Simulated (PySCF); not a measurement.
**J couplings in B(OMe)3**

Cartesian coordinates in Å; atom numbers follow the order of the lines, from 1:
```xyz
16

B     0.183   -0.399    0.478
O     1.375    0.199    0.755
C     1.996    1.257    0.096
H     1.398    2.184    0.112
H     2.235    1.017   -0.955
H     2.946    1.469    0.610
O    -0.751   -0.033   -0.450
C    -0.773    1.069   -1.306
H     0.088    1.089   -1.994
H    -0.801    2.025   -0.756
H    -1.686    1.010   -1.917
O    -0.093   -1.497    1.233
C    -1.290   -2.202    1.069
H    -1.350   -2.968    1.857
H    -1.338   -2.708    0.089
H    -2.173   -1.546    1.147
```

Indirect spin–spin couplings were computed at B3LYP/pcJ-1 (spin–dipole term only in couplings to heteroatoms) (PySCF) on a PBE0-D3(BJ)/def2-SVP structure, for the isolated molecule, without vibrational or relativistic corrections. Couplings are averaged over pairs made equivalent by symmetry, fast rotation or ring inversion, so a value needn't be that of the named pair in this geometry, while other rotamers aren't included; one pair stands for each set, and the list holds those of at least 0.8 Hz over up to four bonds, among pairs with at least one B or C or H atom (others weren't computed).

Isotopes: 13C, 1H, 11B, 17O. Couplings to quadrupolar nuclei such as 17O and 33S are rarely resolved in practice.

```tsv
pair	bonds	J (Hz)
B1, O2	1	-24.9
O2, C3	1	16.2
C3, H4	1	146.8
O2, H4	2	?
H4, H5	2	-11.9
B1, H4	3	2.8
O2, C8	3	?
C3, C8	4	0.8
```

Estimate the withheld couplings, with signs.

Answers


- 2J(O2,H4) = -5.5 Hz (mean over equivalent pairs that range from -12.3 to -1.9 Hz in this conformer)
- 3J(O2,C8) = -1.8 Hz (mean over equivalent pairs that range from -4.6 to 0.1 Hz in this conformer)
